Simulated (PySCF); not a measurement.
This PySCF input asks for the NMR shieldings of SMILES CC(C)C1CCCC1, C8H16; the geometry comes from GFN2-xTB.

```python
import basis_set_exchange as bse
import numpy as np
from pyscf import gto, dft
from pyscf.prop import nmr

atoms = """
C    -2.091575    0.346015    1.280279
C    -1.320803   -0.327040    0.145002
C    -2.143570   -0.255514   -1.140830
C     0.052030    0.332025   -0.033548
C     0.857734   -0.205292   -1.222455
C     2.295404    0.153218   -0.866244
C     2.377141   -0.205647    0.615759
C     0.986344    0.129791    1.180053
H    -2.271509    1.392449    1.041807
H    -3.053121   -0.140847    1.427668
H    -1.538875    0.297592    2.214676
H    -1.169377   -1.382259    0.401458
H    -2.230993    0.775715   -1.476511
H    -3.144732   -0.644863   -0.968269
H    -1.684864   -0.839559   -1.933927
H    -0.106748    1.404986   -0.185365
H     0.752302   -1.290295   -1.281756
H     0.543755    0.229123   -2.169923
H     2.454459    1.224308   -1.004366
H     3.027160   -0.383635   -1.468600
H     2.577388   -1.273125    0.720832
H     3.170949    0.335442    1.129360
H     1.021709    1.031021    1.791353
H     0.628056   -0.683844    1.811103
"""
names = dict.fromkeys(["C", "H"], "pcSseg-1")
basis = {el: gto.basis.parse(bse.get_basis(n, elements=[el], fmt="nwchem")) for el, n in names.items()}
mol = gto.M(atom=atoms, basis=basis, charge=0, verbose=0)
mf = dft.RKS(mol, xc="PBE0")
mf.grids.level = 2
mf.grids.alignment = dft.numint.BLKSIZE   # the property module wants whole blocks of grid points
mf.conv_tol = 1e-9
mf.kernel()

calc = nmr.RKS(mf)   # GIAO
C = mf.mo_coeff
Co = C[:, mf.mo_occ > 0]
resp = mf.gen_response(singlet=True, hermi=2)
def vind(x):   # induced exchange potential for any number of trial vectors
    d = np.einsum("pi,xij,qj->xpq", C, 2 * x.reshape(-1, C.shape[1], Co.shape[1]), Co, optimize=True)
    return np.einsum("xpq,pi,qj->xij", resp(d - d.transpose(0, 2, 1)), C, Co, optimize=True).ravel()
mo1, _ = nmr.rhf.solve_mo1(calc, with_cphf=vind)
sigma = calc.kernel(mo1)
for i, s in enumerate(sigma):   # ppm
    print("%2d %-2s %9.2f" % (i, mol.atom_pure_symbol(i), np.trace(s) / 3))
```

**Question.** What are the results?

**Answer.** 
```
 0 C     161.75
 1 C     146.35
 2 C     162.64
 3 C     135.52
 4 C     149.74
 5 C     155.22
 6 C     158.16
 7 C     153.92
 8 H      31.11
 9 H      30.73
10 H      30.38
11 H      30.68
12 H      31.10
13 H      30.81
14 H      30.39
15 H      30.47
16 H      30.79
17 H      29.87
18 H      30.31
19 H      29.95
20 H      30.15
21 H      29.91
22 H      29.79
23 H      30.47
```

These numbers come from an equivalent density-fitted implementation of the same equations, which agrees with the script to about 0.01 ppm for H and up to a few tenths of a ppm for heavy atoms, so last digits may differ.

**Question.** Turn these shieldings into chemical shifts. Referencing at the same level of theory: TMS for ¹³C (σ = 186.93 ppm) and ¹H (σ = 31.72 ppm).

**Answer.** Averaging equivalent atoms: C 3: 51.4; C 1: 40.6; C 4/7: 35.1; C 5/6: 30.2; C 0/2: 24.7; H 17/22: 1.89; H 19/20: 1.66; H 18/21: 1.61; H 15: 1.24; H 16/23: 1.09; H 11: 1.04; H 8/9/10/12/13/14: 0.96 ppm. 

Size and cost of the density-fitted run: 216 basis functions, 38 s wall time on 1 thread of an Arm Neoverse V1, shared host.
